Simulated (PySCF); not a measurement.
¹⁵N chemical shifts

Fast rotation and ring inversion assumed for equivalent nuclei, non-relativistic, single conformer, gas phase. GIAO PBE0/pcSseg-1 shieldings; geometry from GFN2-xTB; PySCF 2.14.0 with density-fitted response routines.

Shieldings were converted by a linear fit to measured shifts: ¹⁵N (scatter 6.3 ppm rms vs CH3NO2, solution or neat liquid). A few per cent of atoms miss by over 2 rms, more outside the fitted compound classes.

Q: Give the ¹⁵N shifts of `CN=P1(N(C)C)C=C1`, `Fc1cccc(-n2nccn2)c1`, `COc1nccnn1`.

A: 
```tsv
compound	environment	δ (ppm)
[CH3:1][N:2]=[P:3]1([N:4]([CH3:5])[CH3:6])[CH:7]=[CH:8]1	N4: nitrogen bonded to 2 C, P	-329.5
[CH3:1][N:2]=[P:3]1([N:4]([CH3:5])[CH3:6])[CH:7]=[CH:8]1	N2: nitrogen bonded to C, P	-374.0
[F:1][c:2]1[cH:3][cH:4][cH:5][c:6](-[n:7]2[n:8][cH:9][cH:10][n:11]2)[cH:12]1	N8/11: pyridine-type nitrogen of an azole (×2)	-69.6
[F:1][c:2]1[cH:3][cH:4][cH:5][c:6](-[n:7]2[n:8][cH:9][cH:10][n:11]2)[cH:12]1	N7: pyrrole-type ring nitrogen	-131.8
[CH3:1][O:2][c:3]1[n:4][cH:5][cH:6][n:7][n:8]1	N7: pyridine-type ring nitrogen	64.0
[CH3:1][O:2][c:3]1[n:4][cH:5][cH:6][n:7][n:8]1	N8: pyridine-type ring nitrogen	-40.8
[CH3:1][O:2][c:3]1[n:4][cH:5][cH:6][n:7][n:8]1	N4: pyridine-type ring nitrogen	-116.5
```

Q: Match the shifts 26.1, -25.8, -71.5, -95.2 ppm to `C#C[C@@H]1C=N1`, `[H]/N=C\[SiH2]OC=O`, `CCS(=O)(=O)C/C=N\C`, `C#CC[Si@@H]1C=C(C#N)C1`.

A: 26.1: [H]/N=C\[SiH2]OC=O (imine nitrogen); -25.8: CCS(=O)(=O)C/C=N\C (imine nitrogen); -71.5: C#C[C@@H]1C=N1 (imine nitrogen); -95.2: C#CC[Si@@H]1C=C(C#N)C1 (nitrile nitrogen).
